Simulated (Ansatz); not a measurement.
Li6N2, 8 atoms. Hardware: 4 threads of Arm Neoverse V2 on a shared host.

Correlated methods freeze 2 core orbitals; core or outer-core shells of Li are correlated, in sets that lack core-valence functions.

Problem. How many basis functions does each of these Ansatz runs have, and roughly what does it cost? r2SCAN-D4/def2-TZVPD, charge -1 doublet, relaxation, 24 steps; r2SCAN-D4/def2-TZVPD, charge 0 singlet, energy, from earlier orbitals; PBE0-D4/def2-TZVPD, charge 0 singlet, energy, from earlier orbitals; PBE-D4/def2-TZVP, charge 0 singlet, energy, from earlier orbitals; PBE-D4/def2-TZVPD, charge 0 singlet, energy, from earlier orbitals; PBE0-D4/def2-SVP, charge 0 singlet, energy with a search over starts; PBE0-D4/def2-TZVP, charge 0 singlet, energy, from earlier orbitals; PBE0-D4/def2-SVP, charge 0 singlet, energy, from earlier orbitals; PBE-D4/def2-TZVPD, charge -1 doublet, energy, from earlier orbitals; CCSD(T)/def2-TZVPP, charge 0 singlet, energy, from earlier orbitals; revPBE-D4/def2-TZVP, charge 0 singlet, energy, from earlier orbitals; PBE-D4/def2-TZVP, charge 1 doublet at the geometry of the charge 0 singlet, energy, from earlier orbitals.

Solution. Other jobs shared the machine, so times can vary by a factor of up to 3. A dash marks memory too small to be measured apart from the calling script's.

```json
{"run": "PBE0-D4/def2-SVP, charge 0 singlet, energy, from earlier orbitals", "functions": "82", "fitting or Cholesky vectors": "1060", "wall time": "1 s", "peak host memory (GiB)": "–"}
{"run": "revPBE-D4/def2-TZVP, charge 0 singlet, energy, from earlier orbitals", "functions": "146", "fitting or Cholesky vectors": "1084", "wall time": "1.1 s", "peak host memory (GiB)": "–"}
{"run": "PBE-D4/def2-TZVP, charge 0 singlet, energy, from earlier orbitals", "functions": "146", "fitting or Cholesky vectors": "1084", "wall time": "1.1 s", "peak host memory (GiB)": "–"}
{"run": "PBE0-D4/def2-TZVP, charge 0 singlet, energy, from earlier orbitals", "functions": "146", "fitting or Cholesky vectors": "1084", "wall time": "1.2 s", "peak host memory (GiB)": "–"}
{"run": "PBE0-D4/def2-SVP, charge 0 singlet, energy with a search over starts", "functions": "82", "fitting or Cholesky vectors": "1060", "wall time": "1.6 s", "peak host memory (GiB)": "–"}
{"run": "PBE-D4/def2-TZVPD, charge 0 singlet, energy, from earlier orbitals", "functions": "176", "fitting or Cholesky vectors": "1348", "wall time": "1.7 s", "peak host memory (GiB)": "–"}
{"run": "PBE0-D4/def2-TZVPD, charge 0 singlet, energy, from earlier orbitals", "functions": "176", "fitting or Cholesky vectors": "1348", "wall time": "2 s", "peak host memory (GiB)": "–"}
{"run": "r2SCAN-D4/def2-TZVPD, charge 0 singlet, energy, from earlier orbitals", "functions": "176", "fitting or Cholesky vectors": "1348", "wall time": "3.4 s", "peak host memory (GiB)": "–"}
{"run": "PBE-D4/def2-TZVP, charge 1 doublet at the geometry of the charge 0 singlet, energy, from earlier orbitals", "functions": "146", "fitting or Cholesky vectors": "1084", "wall time": "3.5 s", "peak host memory (GiB)": "–"}
{"run": "PBE-D4/def2-TZVPD, charge -1 doublet, energy, from earlier orbitals", "functions": "176", "fitting or Cholesky vectors": "1348", "wall time": "4.8 s", "peak host memory (GiB)": "–"}
{"run": "CCSD(T)/def2-TZVPP, charge 0 singlet, energy, from earlier orbitals", "functions": "176", "fitting or Cholesky vectors": "1281", "wall time": "42 s", "peak host memory (GiB)": "2.1"}
{"run": "r2SCAN-D4/def2-TZVPD, charge -1 doublet, relaxation, 24 steps", "functions": "176", "fitting or Cholesky vectors": "1348", "wall time": "2.2 min", "peak host memory (GiB)": "–"}
```
